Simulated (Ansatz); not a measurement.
Wavefunction ladder for CH₈O₂Si₂, SMILES `C[SiH2][SiH](O)O`

```tsv
atom	x (Å)	y (Å)	z (Å)
C1	0.703	-0.842	-1.895
Si2	-0.739	-0.606	-0.717
Si3	-0.051	0.456	1.248
O4	-1.387	0.856	2.129
O5	0.809	1.770	0.746
H6	0.376	-1.315	-2.824
H7	1.474	-1.472	-1.446
H8	1.153	0.123	-2.138
H9	-1.806	0.214	-1.358
H10	-1.338	-1.924	-0.359
H11	0.826	-0.375	2.133
H12	-1.315	0.836	3.084
H13	1.294	2.278	1.398
```

Total charge 0; spin multiplicity 1. Geometry: relaxed with PBE0-D4/def2-TZVP. It is one conformer, not always the lowest. Frozen core, restricted reference, the Gaussian-basis code of Ansatz. CBS rows extrapolate triple and quadruple zeta; past MP2 they add the triple-zeta difference.

```csv
basis,HF (Eh),MP2 corr.,CCSD corr.,(T),CCSD(T) total
def2-TZVPP,-770.33510,-0.90776,?,?,?
def2-QZVPP,?,-0.97794,–,–,–
CBS(def2),?,-1.02992,-1.07906,as TZ,?
```

Task: Fill in the withheld values. (Best estimate.)

Result: Computed: def2-TZVPP CCSD corr.: -0.95690; def2-TZVPP (T): -0.03399; def2-TZVPP CCSD(T) total: -771.32599; def2-QZVPP HF (Eh): -770.36291; CBS(def2) HF (Eh): -770.36674; CBS(def2) CCSD(T) total: -771.47979.
